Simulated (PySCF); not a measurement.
Dipole moment (D) of eight silicon and germanium compounds: PBE beside r2SCAN, computed with PySCF for isolated molecules in the bases named; differences from unrounded values. The eight are the first of their class met in an unordered collection, after screening for sound electronic states; none was chosen by its value, except that the dipole had to exceed 0.05 D. Each molecule has one DFT geometry for both levels.

| molecule | basis | r2SCAN |
|---|---|---|
| C₂H₁₂OSi₃, SMILES O([Si@@H]([SiH3])C[SiH3])C | def2-TZVP | 1.76 |
| CH7OPSi, SMILES CO[SiH2]P | def2-TZVP | 0.39 |
| CHCl₂F₃Si, SMILES FC(F)(F)[SiH](Cl)Cl | def2-TZVP | 1.40 |
| CH13NSi4, SMILES [SiH2]([Si@@H](N)C[SiH3])[SiH3] | def2-TZVP | 1.33 |
| C2H10O2Si2, SMILES C([SiH](CO)[SiH3])O | def2-TZVP | 0.93 |
| C3H8FNSi, SMILES C/C=N/[C@H](F)[SiH3] | def2-TZVP | 0.98 |
| CH10FNSi3, SMILES C([SiH3])[Si@@H]([SiH2]N)F | def2-TZVP | 2.60 |
| C₃H₆N₂Si, SMILES C(/C=N/[SiH3])C#N | def2-TZVP | 3.12 |

Task: Estimate the PBE values and say how PBE differs from r2SCAN over the set. (Estimate from the structure and the level; the computed values follow.)

Result: 
```tsv
molecule	PBE	difference
C₂H₁₂OSi₃, SMILES O([Si@@H]([SiH3])C[SiH3])C	1.72	-0.03
CH7OPSi, SMILES CO[SiH2]P	0.40	0.01
CHCl₂F₃Si, SMILES FC(F)(F)[SiH](Cl)Cl	1.30	-0.10
CH13NSi4, SMILES [SiH2]([Si@@H](N)C[SiH3])[SiH3]	1.33	0.01
C2H10O2Si2, SMILES C([SiH](CO)[SiH3])O	0.93	0.00
C3H8FNSi, SMILES C/C=N/[C@H](F)[SiH3]	0.93	-0.05
CH10FNSi3, SMILES C([SiH3])[Si@@H]([SiH2]N)F	2.53	-0.07
C₃H₆N₂Si, SMILES C(/C=N/[SiH3])C#N	3.07	-0.05
```
PBE lies below r2SCAN in 5 and above it in 2 of the eight; the mean signed difference is -0.04 and the largest -0.10 D.
